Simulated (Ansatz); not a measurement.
AlFGeH4S, one more setting.

```yaml
crystal:
  periodic: [false, false, false]
  atoms:
    - {symbol: F, position_ang: [-2.316181, 0.487024, -0.412298]}
    - {symbol: Ge, position_ang: [-0.672451, 0.447222, -1.016534]}
    - {symbol: Al, position_ang: [1.205302, 0.505434, 0.615342]}
    - {symbol: S, position_ang: [0.132832, -1.577769, 0.180541]}
    - {symbol: H, position_ang: [-0.870854, -0.144038, -2.436854]}
    - {symbol: H, position_ang: [2.595280, 0.520714, -0.134570]}
    - {symbol: H, position_ang: [0.834363, 1.087951, 2.033633]}
    - {symbol: H, position_ang: [-0.816089, -1.383738, 1.114840]}
basis:
  gaussian: {orbitals: def2-mTZVP}
hamiltonian: {xc: {name: SPW92}}
scf: {lower_state_search: full}
output: {forces: true}
```

```sh
$ ansatz run in.yaml --threads 4 --pin off --events-out ev --progress --plain --max-ram 10444MiB
```

It prints (some lines left out):

```
Functional definition: SPW92
1119 factors; their error is unknown
mean field evaluation 1: about -76562.2581 eV, gradient 4.7e1 eV
mean field evaluation 2: about -76547.7905 eV, gradient 1.1e2 eV
mean field evaluation 4: about -76565.4203 eV, gradient 6.8e0 eV
mean field evaluation 8: about -76565.5198 eV, gradient 2.1e-1 eV
mean field evaluation 16: about -76565.4836 eV, gradient 6.6e-5 eV
mean field -76565.48357411 eV, -2813.7296233998 hartree, gradient 4.1e-5 eV, S^2 0.000000; 0 other end points of the search recorded, 0 dependent functions left out
reference -76565.48361439 eV, -2813.7296248801 hartree; 37, 37 occupied and 74, 74 virtual orbitals, 1119 factors
Total energy: -76565.48361439 eV, -2813.7296248801 hartree
Atom 0 at    -2.316181     0.487024    -0.412298 Å, force    -0.092553    -0.015459     0.068275 eV/Å
Atom 1 at    -0.672451     0.447222    -1.016534 Å, force     0.311444     0.055507     0.190033 eV/Å
Atom 2 at     1.205302     0.505434     0.615342 Å, force    -0.188008    -0.093636    -0.146592 eV/Å
Atom 3 at     0.132832    -1.577769     0.180541 Å, force     0.392070     0.033029    -0.421186 eV/Å
Atom 4 at    -0.870854    -0.144038    -2.436854 Å, force    -0.028514    -0.089415    -0.111759 eV/Å
Atom 5 at     2.595280     0.520714    -0.134570 Å, force     0.110609     0.000180    -0.106966 eV/Å
Atom 6 at     0.834363     1.087951     2.033633 Å, force    -0.074096     0.048023     0.139374 eV/Å
Atom 7 at    -0.816089    -1.383738     1.114840 Å, force    -0.430952     0.061770     0.388820 eV/Å
Dipole moment:     0.176772    -0.016780    -0.036618 e Å
```

It took 0.7 s on 4 threads of an Arm Neoverse V2 on a shared host, with 0.41 GiB of host memory at the peak.
